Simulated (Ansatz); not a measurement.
C₂H₁₂O₂Si₃, singlet, at a GFN2-xTB geometry, with bond 17-7 at 1.8 times its length; CASSCF(6,6)/STO-3G in Ansatz (a program for electronic structure).

Input for Ansatz:
Ansatz 0.2 input:
```yaml
crystal:
  periodic: [false, false, false]
  atoms:
    - {symbol: Si, position_ang: [1.96402098, -0.83499946, -1.40058272]}
    - {symbol: O, position_ang: [1.85963896, 0.24256999, -0.20131505]}
    - {symbol: Si, position_ang: [1.13028445, 1.00571458, 1.02588650]}
    - {symbol: O, position_ang: [-0.42936122, 0.60802802, 1.12319812]}
    - {symbol: Si, position_ang: [-1.82447778, 0.00296817, 0.52945763]}
    - {symbol: C, position_ang: [-2.28280707, 0.91112890, -1.07513246]}
    - {symbol: C, position_ang: [-1.63828185, -1.86081880, 0.21274574]}
    - {symbol: H, position_ang: [1.86422441, -2.18222942, -0.83696361]}
    - {symbol: H, position_ang: [3.27426017, -0.57608626, -1.99113716]}
    - {symbol: H, position_ang: [0.87703317, -0.59626963, -2.35389345]}
    - {symbol: H, position_ang: [1.22335876, 2.42557590, 0.71753672]}
    - {symbol: H, position_ang: [1.74974187, 0.53579399, 2.25585327]}
    - {symbol: H, position_ang: [-2.76424524, 0.29098740, 1.61939218]}
    - {symbol: H, position_ang: [-2.35355749, 1.98253741, -0.91051050]}
    - {symbol: H, position_ang: [-3.23798268, 0.57540452, -1.46720840]}
    - {symbol: H, position_ang: [-1.53365917, 0.74954202, -1.84634966]}
    - {symbol: H, position_ang: [-0.34321587, -2.21415788, -1.21184552]}
    - {symbol: H, position_ang: [-1.29117149, -2.37574072, 1.10399152]}
    - {symbol: H, position_ang: [-2.58247742, -2.31060726, -0.07942139]}
basis:
  gaussian:
    orbitals: STO-3G
hamiltonian:
  xc: hf
magnetization: {spin_polarized: false}
correlation: {active_space: {window: {electrons: 6, orbitals: 6}}}
```

The log (banner, timings and long lists left out):

```
Functional definition: HF
743 factors; integrals over basis functions are off by at most 3.1e-5 eV
mean field evaluation 1: about -29553.6255 eV, gradient 3.0e1 eV
mean field evaluation 2: about -29553.7932 eV, gradient 3.0e1 eV
mean field evaluation 4: about -29556.9638 eV, gradient 2.2e0 eV
mean field evaluation 8: about -29556.9866 eV, gradient 4.0e-2 eV
mean field -29556.98663087 eV, -1086.1992242394 hartree, gradient 1.8e-6 eV, S^2 0.000000; 0 other end points of the search recorded, 0 dependent functions left out
reference -29556.98663087 eV, -1086.1992242394 hartree; 41, 41 occupied and 18, 18 virtual orbitals, 743 factors
state -29560.36327710 eV, -1086.3233136994 hartree
2 active orbitals were swapped for others, from the solution at -29560.04973137 eV, -1086.3117911066 hartree to that at -29560.34057497 eV, -1086.3224794117 hartree; typed "places" are swapped only where nearly empty or full, and so, without "given_window_search", are "orbital_numbers", "shells" and a window whose orbitals a file names under [Active]
2 active orbitals were swapped for others, from the solution at -29560.34057497 eV, -1086.3224794117 hartree to that at -29560.36327710 eV, -1086.3233136994 hartree; typed "places" are swapped only where nearly empty or full, and so, without "given_window_search", are "orbital_numbers", "shells" and a window whose orbitals a file names under [Active]
Total energy: -29560.36327710 eV, -1086.3233136994 hartree
```
